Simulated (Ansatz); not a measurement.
## A geometry optimisation of GaGeH3O with B3LYP-D3(BJ)/6-311G**

The starting geometry of this gas-phase singlet was optimised with GFN2-xTB.

```xyz
6

Ga    0.6879    3.3227    0.0437
Ge    2.6824    1.7691   -0.2802
O    -0.7920    4.1340    0.3850
H    -1.5940    4.6172    0.5547
H     3.4298    3.1653   -0.5662
H     2.8779    2.0852    1.2873
```

Task: Predict what it relaxes into with B3LYP-D3(BJ)/6-311G**.

Result: It keeps its bonds.

The energy falls by 0.23 eV over 17 steps:

| step | E − E(last) (eV) |
| --- | --- |
| 1 | 0.227 |
| 3 | 0.191 |
| 5 | 0.181 |
| 6 | 0.155 |
| 8 | 0.029 |
| 10 | 0.004 |
| 12 | 0.001 |
| 13 | 0.000 |
| 15 | 0.000 |
| 17 | 0.000 |

Final geometry (Å):

```yaml
atoms:
  - { symbol: Ga, position_ang: [0.6151, 3.0696, 0.0363] }
  - { symbol: Ge, position_ang: [2.7182, 1.8382, -0.2333] }
  - { symbol: O, position_ang: [-0.9558, 3.9178, 0.1949] }
  - { symbol: H, position_ang: [-1.0125, 4.7475, 0.6802] }
  - { symbol: H, position_ang: [3.1780, 3.3377, -0.5915] }
  - { symbol: H, position_ang: [2.7489, 2.1828, 1.3379] }
```

Frequencies at the end are all real (lowest 55 cm⁻¹). Run with Ansatz 0.2.0, 56 s on 2 threads of Intel(R) Xeon(R) Platinum 8259CL CPU @ 2.50GHz (Skylake/Cascade Lake), on a shared host.
